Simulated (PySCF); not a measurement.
# Stretching RbCa

Set-up: Rb def2-SVP with ECP28, Ca def2-SVP; scalar-relativistic core potentials (PySCF 2.14). Energies in eV from Rb + Ca in their ground configurations at the same level. State: ²Σ⁺ (doublet), unpaired electrons σ ↑.

```
R (Å)    ROHF   r²SCAN
3.829  0.3364  -0.1225
4.007  0.2323  -0.1925
4.185  0.1584  -0.2314
4.318  0.1178  -0.2455
4.452  0.0869  -0.2501
4.586  0.0637  -0.2477
4.764  0.0415  -0.2370
4.986  0.0237  -0.2162
5.253  0.0115  -0.1864
5.609  0.0038  -0.1458
```

**Question.** Put a parabola through the three lowest points of the r²SCAN curve and estimate Re, k and ωe (reduced mass 27.17 u; 1 eV/Å² = 0.16022 mdyn/Å; ωe = 1302.8·√(k/μ) cm⁻¹).

**Answer.** Through R = 4.318, 4.452, 4.586 Å the second-order coefficient is 0.195 eV/Å², so Re ≈ 4.473 Å, k ≈ 0.0625 mdyn/Å and ωe ≈ 62 cm⁻¹. A polynomial fit of higher order to the unrounded r²SCAN energies gives Re = 4.467 Å, k = 0.0606 mdyn/Å, ωe = 61.5 cm⁻¹; anharmonicity and rounding make the difference.

The higher-order fit for each curve: r²SCAN: Re = 4.467 Å, ωe = 61.5 cm⁻¹, De = 0.250 eV. ROHF gives no reliable minimum on this grid.

The bond is weak. Basis-set superposition, not corrected here, can be much of De in a small basis, most of all at correlated wavefunction levels. Functionals without a dispersion term scatter widely for such bonds, and LDA overbinds them. Spin–orbit coupling is left out. The state was picked by a PBE0 search and need not be the measured ground state.
